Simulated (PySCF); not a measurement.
# Li⁺: ionisation energy

Li⁺ 1s2 (1S) → Li²⁺ 1s1 (2S), as a difference of total energies. All numbers are calculated (PySCF 2.14, the spin-free X2C one-electron Hamiltonian (Gaussian nucleus), in cc-pVTZ-DK (4s3p2d1f, 30 functions)). Correlated levels: valence: nothing frozen. The calculations carry no spin-orbit coupling.

```tsv
method	ionisation energy (eV)	difference from reference (eV)
UHF	74.495	-1.145
M06-L	75.942	+0.302
M06-2X	75.864	+0.224
MP2 (valence)	74.791	-0.849
SCS-MP2 (valence)	74.850	-0.790
CCSD (valence)	74.848	-0.792
```

Reference: 75.640 eV (theoretical estimate listed by NIST; NIST Atomic Spectra Database, ionization energies).

Errors of the correlated levels include the incompleteness of this basis.

With two correlated electrons CCSD is exact in that space.
